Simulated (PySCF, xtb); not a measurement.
C2H8SiZn, SMILES C[CH2][Zn][SiH3].

GFN2-xTB (xtb) at its own geometry gives an orbital gap of 3.57 eV and a dipole moment of 0.78 D.

Geometry: TPSSh-D3(BJ)/def2-SVP. The structure was generated by enumeration; whether it is a known compound was not checked. The values are those of a single conformer.

Problem. What does CAM-B3LYP/def2-TZVP run with PySCF give? (Estimate from the structure and the level; the computed values follow.)

Solution. gap 7.93 eV (levels -7.95 and -0.02 eV), dipole 1.05 D.
